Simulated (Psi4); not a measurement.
A run for Psi4: SAPT0/jun-cc-pV(D+d)Z on C3H10O (a complex), monomers drawn apart or pushed together.

```
memory 2025 MB

molecule dimer {
0 1
C    -0.63362762    0.24077268    0.05274140
O     0.68303426   -0.15537351    0.40825259
H    -1.24813761   -0.60853692   -0.26510063
H    -0.54117946    0.93092368   -0.78458703
H    -1.14282022    0.75867897    0.87304389
H     0.62855758   -0.77085626    1.14619712
--
0 1
C    -0.12738256   -0.76930073    4.76623836
C     0.14353603    0.72912607    4.86994339
H    -0.50308707   -1.17586723    5.70695854
H     0.78270069   -1.32196745    4.51890962
H    -0.87773402   -0.98851672    4.00223957
H    -0.76766861    1.27874346    5.11332562
H     0.53476499    1.12545304    3.93181587
H     0.87582735    0.94270523    5.65054388
units angstrom
symmetry c1
no_reorient
no_com
}

set {
  basis jun-cc-pV(D+d)Z
  scf_type df
  freeze_core true
}

energy('sapt0')
```

Program output:

```
[...]
==> Input File <==

--------------------------------------------------------------------------
memory 2025 MB

molecule dimer {
0 1
C    -0.63362762    0.24077268    0.05274140
O     0.68303426   -0.15537351    0.40825259
H    -1.24813761   -0.60853692   -0.26510063
H    -0.54117946    0.93092368   -0.78458703
H    -1.14282022    0.75867897    0.87304389
H     0.62855758   -0.77085626    1.14619712
--
0 1
C    -0.12738256   -0.76930073    4.76623836
C     0.14353603    0.72912607    4.86994339
H    -0.50308707   -1.17586723    5.70695854
H     0.78270069   -1.32196745    4.51890962
H    -0.87773402   -0.98851672    4.00223957
H    -0.76766861    1.27874346    5.11332562
H     0.53476499    1.12545304    3.93181587
H     0.87582735    0.94270523    5.65054388
units angstrom
symmetry c1
no_reorient
no_com
}

set {
  basis jun-cc-pV(D+d)Z
  scf_type df
  freeze_core true
}

energy('sapt0')
--------------------------------------------------------------------------


   => Loading Basis Set <=

    Name: JUN-CC-PV(D+D)Z
    Role: ORBITAL
    Keyword: BASIS
    atoms 1, 7-8    entry C          line   188 file jun-cc-pv_dpd_z.gbs
    atoms 2         entry O          line   256 file jun-cc-pv_dpd_z.gbs
    atoms 3-6, 9-14 entry H          line    60 file jun-cc-pv_dpd_z.gbs

   => Loading Basis Set <=

    Name: JUN-CC-PV(D+D)Z
    Role: ORBITAL
    Keyword: BASIS
    atoms 1, 7-8    entry C          line   188 file jun-cc-pv_dpd_z.gbs
    atoms 2         entry O          line   256 file jun-cc-pv_dpd_z.gbs
    atoms 3-6, 9-14 entry H          line    60 file jun-cc-pv_dpd_z.gbs


  //>>>>>>>>>>>>>>>>>>>>>>>>>>>>>>>>>>>//
  //              Dimer HF             //
  //<<<<<<<<<<<<<<<<<<<<<<<<<<<<<<<<<<<//

   => Libint2 <=

    Primary   basis highest AM E, G, H:  7, 6, 3
    Auxiliary basis highest AM E, G, H:  7, 7, 4
    Onebody   basis highest AM E, G, H:  -, -, -
    Solid Harmonics ordering:            Gaussian


   => Loading Basis Set <=

    Name: JUN-CC-PV(D+D)Z
    Role: ORBITAL
    Keyword: BASIS
    atoms 1, 7-8    entry C          line   188 file jun-cc-pv_dpd_z.gbs
    atoms 2         entry O          line   256 file jun-cc-pv_dpd_z.gbs
    atoms 3-6, 9-14 entry H          line    60 file jun-cc-pv_dpd_z.gbs


         ---------------------------------------------------------
                                   SCF
               by Justin Turney, Rob Parrish, Andy Simmonett
                          and Daniel G. A. Smith
                              RHF Reference
                        1 Threads,   1931 MiB Core
         ---------------------------------------------------------

  ==> Geometry <==

    Molecular point group: c1
    Full point group: C1

    Geometry (in Angstrom), charge = 0, multiplicity = 1:

       Center              X                  Y                   Z               Mass
    ------------   -----------------  -----------------  -----------------  -----------------
         C           -0.633627620000     0.240772680000     0.052741400000    12.000000000000
         O            0.683034260000    -0.155373510000     0.408252590000    15.994914619570
         H           -1.248137610000    -0.608536920000    -0.265100630000     1.007825032230
         H           -0.541179460000     0.930923680000    -0.784587030000     1.007825032230
         H           -1.142820220000     0.758678970000     0.873043890000     1.007825032230
         H            0.628557580000    -0.770856260000     1.146197120000     1.007825032230
         C           -0.127382560000    -0.769300730000     4.766238360000    12.000000000000
         C            0.143536030000     0.729126070000     4.869943390000    12.000000000000
         H           -0.503087070000    -1.175867230000     5.706958540000     1.007825032230
         H            0.782700690000    -1.321967450000     4.518909620000     1.007825032230
         H           -0.877734020000    -0.988516720000     4.002239570000     1.007825032230
         H           -0.767668610000     1.278743460000     5.113325620000     1.007825032230
         H            0.534764990000     1.125453040000     3.931815870000     1.007825032230
         H            0.875827350000     0.942705230000     5.650543880000     1.007825032230

  Running in c1 symmetry.

  Rotational constants: A =      0.37894  B =      0.02323  C =      0.02304 [cm^-1]
  Rotational constants: A =  11360.39634  B =    696.43289  C =    690.75265 [MHz]
  Nuclear repulsion =  119.137431796653757

  Charge       = 0
  Multiplicity = 1
  Electrons    = 36
  Nalpha       = 18
  Nbeta        = 18

  ==> Algorithm <==

  SCF Algorithm Type is DF.
  DIIS enabled.
  MOM disabled.
  Fractional occupation disabled.
  Guess Type is SAD.
  Energy threshold   = 1.00e-08
  Density threshold  = 1.00e-08
  Integral threshold = 1.00e-12

  ==> Primary Basis <==

  Basis Set: JUN-CC-PV(D+D)Z
    Blend: JUN-CC-PV(D+D)Z
    Number of shells: 62
    Number of basis functions: 122
    Number of 
[...]

     112A      4.570837   113A      4.704909   114A      4.959333
     115A      5.029730   116A      5.083928   117A      5.262337
     118A      5.559965   119A      5.923331   120A      6.831827
     121A     18.435801   122A     33.503311

    Final Occupation by Irrep:
              A
    DOCC [     9 ]
    NA   [     9 ]
    NB   [     9 ]

  @DF-RHF Final Energy:   -79.23538886541552

   => Energetics <=

    Nuclear Repulsion Energy =             42.2540065226835466
    One-Electron Energy =                -189.0398608823252573
    Two-Electron Energy =                  67.5504654942262022
    Total Energy =                        -79.2353888654155156

Computation Completed


Properties will be evaluated at   0.000000,   0.000000,   0.000000 [a0]

Properties computed using the SCF density matrix


 Multipole Moments:

 ------------------------------------------------------------------------------------
     Multipole            Electronic (a.u.)      Nuclear  (a.u.)        Total (a.u.)
 ------------------------------------------------------------------------------------

 L = 1.  Multiply by 2.5417464519 to convert [e a0] to [Debye]
 Dipole X            :         -0.2679132            0.2678198           -0.0000934
 Dipole Y            :          0.7197029           -0.7190363            0.0006666
 Dipole Z            :       -163.9135066          163.9165139            0.0030072
 Magnitude           :                                                    0.0030816

 ------------------------------------------------------------------------------------

  Constructing Basis Sets for SAPT...

   => Loading Basis Set <=

    Name: (JUN-CC-PV(D+D)Z AUX)
    Role: RIFIT
    Keyword: DF_BASIS_SAPT
    atoms 1, 7-8    entry C          line   100 file jun-cc-pvdz-ri.gbs
    atoms 2         entry O          line   188 file jun-cc-pvdz-ri.gbs
    atoms 3-6, 9-14 entry H          line    30 file jun-cc-pvdz-ri.gbs

   => Loading Basis Set <=

    Name: (JUN-CC-PV(D+D)Z AUX)
    Role: JKFIT
    Keyword: DF_BASIS_ELST
    atoms 1, 7-8    entry C          line   146 file jun-cc-pvdz-jkfit.gbs
    atoms 2         entry O          line   258 file jun-cc-pvdz-jkfit.gbs
    atoms 3-6, 9-14 entry H          line    70 file jun-cc-pvdz-jkfit.gbs


  //>>>>>>>>>>>>>>>>>>>>>>>>>>>>>>>>>>>//
  //               SAPT0               //
  //<<<<<<<<<<<<<<<<<<<<<<<<<<<<<<<<<<<//



        SAPT0
    Ed Hohenstein
     6 June 2009

      Orbital Information
  --------------------------
    NSO        =       122
    NMO        =       122
    NRI        =       400
    NRI (Elst) =       546
    NOCC A     =         9
    NOCC B     =         9
    FOCC A     =         2
    FOCC B     =         2
    NVIR A     =       113
    NVIR B     =       113

    Elst10,r            =    -0.000167291500 [Eh]
    Exch10              =     0.000100879331 [Eh]
    Exch10 (S^2)        =     0.000100872912 [Eh]

    Maxiter = 50
    CPHF R converge = 1.000000E-08

    Iter     Energy [mEh]          dE [mEh]         Residual      Time [s]
       1      -0.00289391       0.002893910     1.723383e-04             0
       2      -0.00335314       0.000459228     3.593845e-05             0
       3      -0.00334774      -0.000005401     1.759176e-05             0
       4      -0.00333879      -0.000008950     4.071339e-06             0
       5      -0.00333967       0.000000881     1.263721e-06             0
       6      -0.00334013       0.000000464     3.639492e-07             0
       7      -0.00334008      -0.000000054     1.115354e-07             0
       8      -0.00334004      -0.000000039     2.282299e-08             0
       9      -0.00334005       0.000000011     3.871378e-09             0

    CHF Iterations converged

    Maxiter = 50
    CPHF R converge = 1.000000E-08

    Iter     Energy [mEh]          dE [mEh]         Residual      Time [s]
       1      -0.05151462       0.051514617     1.277278e-03             0
       2      -0.06146967       0.009955052     4.629613e-04             0
       3      -0.06355444       0.002084767     9.892931e-05             0
       4      -0.06343190      -0.000122540     2.871841e-05             0
       5      -0.06332543      -0.000106465     4.128976e-06             0
       6      -0.06333598       0.000010545     8.310376e-07             0
       7      -0.06333630       0.000000326     2.316368e-07             0
       8      -0.06333600      -0.000000298     4.076190e-08             0
       9      -0.06333601       0.000000002     6.804044e-09             0

    CHF Iterations converged

    Ind20,r (A<-B)      =    -0.000003340050 [Eh]
    Ind20,r (B<-A)      =    -0.000063336006 [Eh]
    Ind20,r             =    -0.000066676056 [Eh]
    Exch-Ind20,r (A<-B) =     0.000002590239 [Eh]
    Exch-Ind20,r (B<-A) =     0.000008203423 [Eh]
    Exch-Ind20,r        =     0.000010793662 [Eh]
    Disp20              =    -0.000566857206 [Eh]
    Disp20 (SS)         =    -0.000283428603 [Eh]
    Disp20 (OS)         =    -0.000283428603 [Eh]
    Exch-Disp20         =     0.000008260433 [Eh]
    Exch-Disp20 (SS)    =     0.000004914829 [Eh]
    Exch-Disp20 (OS)    =     0.000003345604 [Eh]

    SAPT Results
  --------------------------------------------------------------------------------------------------------
    Electrostatics                 -0.16729150 [mEh]      -0.10497700 [kcal/mol]      -0.43922377 [kJ/mol]
      Elst10,r                     -0.16729150 [mEh]      -0.10497700 [kcal/mol]      -0.43922377 [kJ/mol]

    Exchange                        0.10087933 [mEh]       0.06330274 [kcal/mol]       0.26485865 [kJ/mol]
      Exch10                        0.10087933 [mEh]       0.06330274 [kcal/mol]       0.26485865 [kJ/mol]
      Exch10(S^2)                   0.10087291 [mEh]       0.06329871 [kcal/mol]       0.26484179 [kJ/mol]

    Induction                      -0.06228099 [mEh]      -0.03908191 [kcal/mol]      -0.16351871 [kJ/mol]
      Ind20,r                      -0.06667606 [mEh]      -0.04183986 [kcal/mol]      -0.17505796 [kJ/mol]
      Exch-Ind20,r                  0.01079366 [mEh]       0.00677313 [kcal/mol]       0.02833876 [kJ/mol]
      delta HF,r (2)               -0.00639859 [mEh]      -0.00401518 [kcal/mol]      -0.01679951 [kJ/mol]

    Dispersion                     -0.55859677 [mEh]      -0.35052477 [kcal/mol]      -1.46659562 [kJ/mol]
      Disp20                       -0.56685721 [mEh]      -0.35570827 [kcal/mol]      -1.48828339 [kJ/mol]
      Exch-Disp20                   0.00826043 [mEh]       0.00518350 [kcal/mol]       0.02168776 [kJ/mol]
      Disp20 (SS)                  -0.28342860 [mEh]      -0.17785413 [kcal/mol]      -0.74414169 [kJ/mol]
      Disp20 (OS)                  -0.28342860 [mEh]      -0.17785413 [kcal/mol]      -0.74414169 [kJ/mol]
      Exch-Disp20 (SS)              0.00491483 [mEh]       0.00308410 [kcal/mol]       0.01290388 [kJ/mol]
      Exch-Disp20 (OS)              0.00334560 [mEh]       0.00209940 [kcal/mol]       0.00878388 [kJ/mol]

  Total HF                         -0.12869316 [mEh]      -0.08075618 [kcal/mol]      -0.33788384 [kJ/mol]
  Total SAPT0                      -0.68728993 [mEh]      -0.43128094 [kcal/mol]      -1.80447946 [kJ/mol]

  Special recipe for scaled SAPT0 (see Manual):
    Electrostatics sSAPT0          -0.16729150 [mEh]      -0.10497700 [kcal/mol]      -0.43922377 [kJ/mol]
    Exchange sSAPT0                 0.10087933 [mEh]       0.06330274 [kcal/mol]       0.26485865 [kJ/mol]
    Induction sSAPT0               -0.06227893 [mEh]      -0.03908062 [kcal/mol]      -0.16351330 [kJ/mol]
    Dispersion sSAPT0              -0.55859520 [mEh]      -0.35052378 [kcal/mol]      -1.46659148 [kJ/mol]
  Total sSAPT0                     -0.68728629 [mEh]      -0.43127866 [kcal/mol]      -1.80446991 [kJ/mol]
  --------------------------------------------------------------------------------------------------------



*** Psi4 exiting successfully. Buy a developer a beer!
```

The run finished.

Cost: about 10 core-seconds (a rough figure).
